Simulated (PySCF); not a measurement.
## `O=CC1=CC=C([SiH3])[SiH2]1`, C₅H₈OSi₂

Molfile (atoms numbered from 1):
```
C5H8OSi2
     RDKit          3D

 16 16  0  0  0  0  0  0  0  0999 V2000
   -3.6642    0.9729    0.0500 O   0  0  0  0  0  0  0  0  0  0  0  0
   -3.0027    0.0929    0.5546 C   0  0  0  0  0  0  0  0  0  0  0  0
   -1.5831   -0.0590    0.3718 C   0  0  0  0  0  0  0  0  0  0  0  0
   -0.8335   -1.0381    0.9297 C   0  0  0  0  0  0  0  0  0  0  0  0
    0.5746   -1.0131    0.6195 C   0  0  0  0  0  0  0  0  0  0  0  0
    1.0146   -0.0265   -0.1906 C   0  0  0  0  0  0  0  0  0  0  0  0
    2.8073    0.1714   -0.7094 Si  0  0  0  0  0  4  0  0  0  0  0  0
   -0.4755    1.0623   -0.6739 Si  0  0  0  0  0  4  0  0  0  0  0  0
   -3.4792   -0.6689    1.2079 H   0  0  0  0  0  0  0  0  0  0  0  0
   -1.2386   -1.8077    1.5742 H   0  0  0  0  0  0  0  0  0  0  0  0
    1.2215   -1.7725    1.0383 H   0  0  0  0  0  0  0  0  0  0  0  0
    2.8816    0.0820   -2.1691 H   0  0  0  0  0  0  0  0  0  0  0  0
    3.6183   -0.8862   -0.1012 H   0  0  0  0  0  0  0  0  0  0  0  0
    3.2794    1.4838   -0.2632 H   0  0  0  0  0  0  0  0  0  0  0  0
   -0.7671    0.9966   -2.1030 H   0  0  0  0  0  0  0  0  0  0  0  0
   -0.3610    2.4192   -0.1472 H   0  0  0  0  0  0  0  0  0  0  0  0
  1  2  2  0
  2  3  1  0
  3  4  2  0
  4  5  1  0
  5  6  2  0
  6  7  1  0
  6  8  1  0
  8  3  1  0
  2  9  1  0
  4 10  1  0
  5 11  1  0
  7 12  1  0
  7 13  1  0
  7 14  1  0
  8 15  1  0
  8 16  1  0
M  END
```

Method used: PySCF, quadratic response B3LYP/def2-SVPD first hyperpolarisability, Taylor convention, gas phase. Geometry: GFN2-xTB.

**Question.** Give the tensor of the second harmonic β(−2ω;ω,ω) at 1064 nm in the axes of these coordinates.

**Answer.** In au, Taylor convention; rows are the first index (the induced dipole):
|  | xx | yy | zz | xy | xz | yz |
| --- | --- | --- | --- | --- | --- | --- |
| x | +679.1 | -35.1 | +4.8 | +13.0 | -168.6 | -13.6 |
| y | +10.7 | +40.7 | +36.1 | -33.5 | -11.8 | -49.4 |
| z | -166.2 | -49.0 | +16.4 | -12.2 | +6.8 | +36.6 |

Norm of βᵢ = ⅓ Σⱼ (βᵢⱼⱼ + βⱼᵢⱼ + βⱼⱼᵢ): 687.3 au, hyper-Rayleigh value 299.3 au.
